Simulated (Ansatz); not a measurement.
The cluster Ag₄H₄, relaxed as a singlet with RKS r2SCAN-D4/def2-SVP in Ansatz, starting from the GFN1-xTB geometry. Force threshold 0.02 eV/Å.

In the def2 sets Ag takes a core potential; there is no spin–orbit coupling. The relaxation made no stability test and no search for a lower SCF solution. The structure comes from a short search, and lower isomers may exist.

Start:

```xyz
8

Ag   -1.345    1.008    0.983
Ag    0.147   -1.254    1.485
Ag   -0.146    1.253   -1.484
Ag    1.343   -1.008   -0.981
H    -1.274    1.965   -0.425
H     1.026    0.205   -2.133
H     1.297   -1.949    0.436
H    -1.049   -0.220    2.120
```

| step | energy (eV) | largest force component (eV/Å) | SCF passes |
| --- | --- | --- | --- |
| 1 | -16068.3618 | 0.785 | 15 |
| 2 | -16068.6695 | 0.125 | 24 |
| 3 | -16068.6723 | 0.048 | 18 |
| 4 | -16068.6730 | 0.001 | 19 |

Force components are those of the run's own axes.

End:

```tsv
atom	x (Å)	y (Å)	z (Å)
Ag1	-1.312	0.985	0.960
Ag2	0.140	-1.224	1.447
Ag3	-0.140	1.224	-1.447
Ag4	1.312	-0.984	-0.960
H5	-1.357	2.068	-0.455
H6	1.095	0.223	-2.253
H7	1.360	-2.065	0.457
H8	-1.098	-0.226	2.251
```

By distances, no bond broke or formed. The bond that changes most is Ag3–H6, from 1.70 to 1.78 Å (atoms count from 1).

No frequencies were taken in this run, so the end may be a saddle point.

Hardware: 4 threads of Arm Neoverse V1 on a shared host. Wall time 16 s.
